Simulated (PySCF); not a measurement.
A run for PySCF: D3(BJ) and D4 dispersion corrections on H2OSn (SMILES [OH][SnH]), a point of a torsion scan.

```python
from pyscf import gto
from pyscf.dispersion import dftd3, dftd4

mol = gto.M(
    atom='''
    O    -1.00373528    0.07383699    0.17588884
    Sn    0.77930588    0.88564840   -0.11353836
    H    -1.70879883   -0.53664519   -0.02144560
    H     0.68815417    1.58955428   -1.93939541
    ''',
    basis='def2-svp',
    charge=0, spin=0, verbose=0, max_memory=1800)
d3, d4 = {}, {}
for xc in ['hf', 'pbe', 'blyp', 'revpbe', 'tpss', 'r2scan', 'b3lyp', 'pbe0', 'bhlyp', 'camb3lyp', 'b2plyp']:
    d3[xc] = float(dftd3.DFTD3Dispersion(mol, xc=xc, version='d3bj', atm=False).get_dispersion()['energy'])
    print(f'D3(BJ) {xc:10s} {d3[xc]:14.8f} Eh')
for xc in ['hf', 'pbe', 'blyp', 'revpbe', 'tpss', 'r2scan', 'b3lyp', 'pbe0', 'bhlyp', 'camb3lyp', 'b2plyp']:
    d4[xc] = float(dftd4.DFTD4Dispersion(mol, xc={'camb3lyp': 'cam-b3lyp'}.get(xc, xc), atm=True).get_dispersion()['energy'])
    print(f'D4     {xc:10s} {d4[xc]:14.8f} Eh')
```

Output:

```
D3(BJ) hf            -0.01693231 Eh
D3(BJ) pbe           -0.00175623 Eh
D3(BJ) blyp          -0.00409495 Eh
D3(BJ) revpbe        -0.00431377 Eh
D3(BJ) tpss          -0.00228609 Eh
D3(BJ) r2scan        -0.00045170 Eh
D3(BJ) b3lyp         -0.00340372 Eh
D3(BJ) pbe0          -0.00157824 Eh
D3(BJ) bhlyp         -0.00292757 Eh
D3(BJ) camb3lyp      -0.00153987 Eh
D3(BJ) b2plyp        -0.00170836 Eh
D4     hf            -0.00697299 Eh
D4     pbe           -0.00191788 Eh
D4     blyp          -0.00427190 Eh
D4     revpbe        -0.00549253 Eh
D4     tpss          -0.00258012 Eh
D4     r2scan        -0.00040268 Eh
D4     b3lyp         -0.00317339 Eh
D4     pbe0          -0.00159664 Eh
D4     bhlyp         -0.00265173 Eh
D4     camb3lyp      -0.00163397 Eh
D4     b2plyp        -0.00130819 Eh
```

The run finished.

Cost: around 0.03 core-seconds (rough).
